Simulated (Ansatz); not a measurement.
Ansatz (an electronic-structure program) input:

Ansatz 0.2 input:
```yaml
crystal:
  periodic: [false, false, false]
  atoms:
    - {symbol: C, position_ang: [2.05138966, -1.21546272, -0.33073949]}
    - {symbol: C, position_ang: [1.73696216, 0.11493678, 0.28849803]}
    - {symbol: C, position_ang: [0.46805525, 0.65845792, 0.47603676]}
    - {symbol: C, position_ang: [-0.83239356, 0.30600869, 0.12624755]}
    - {symbol: C, position_ang: [-1.96414939, 1.25240776, 0.38496655]}
    - {symbol: C, position_ang: [-1.22434257, -0.85620951, -0.73609525]}
    - {symbol: H, position_ang: [1.69948151, -1.31816083, -1.36985024]}
    - {symbol: H, position_ang: [3.13588724, -1.37738922, -0.35804507]}
    - {symbol: H, position_ang: [1.62348854, -2.08680524, 0.20645389]}
    - {symbol: H, position_ang: [2.55590034, 0.59684171, 0.81304403]}
    - {symbol: H, position_ang: [0.50266030, 1.59952960, 1.03419412]}
    - {symbol: H, position_ang: [-2.38980866, 1.70404229, -0.54044256]}
    - {symbol: H, position_ang: [-2.82960826, 0.76938054, 0.87904765]}
    - {symbol: H, position_ang: [-1.65317999, 2.08478047, 1.02509324]}
    - {symbol: H, position_ang: [-1.54143622, -0.55112189, -1.75817984]}
    - {symbol: H, position_ang: [-0.42175866, -1.58130854, -0.85938186]}
    - {symbol: H, position_ang: [-2.09475536, -1.40062229, -0.32541816]}
basis:
  gaussian:
    orbitals: def2-TZVP
hamiltonian:
  xc: b3lyp
  dispersion: d3bj
total_charge: -1
phonons: {temperatures: {t_min: 298.15, t_max: 298.15, t_step: 100}}
```

Question: Predict the final energy.

Answer: -235.32749 Eh (B3LYP-D3(BJ)/def2-TZVP). The basis has 252 functions.

It need not be the lowest isomer of its formula. Whether it binds its extra electron was not tested at this geometry.
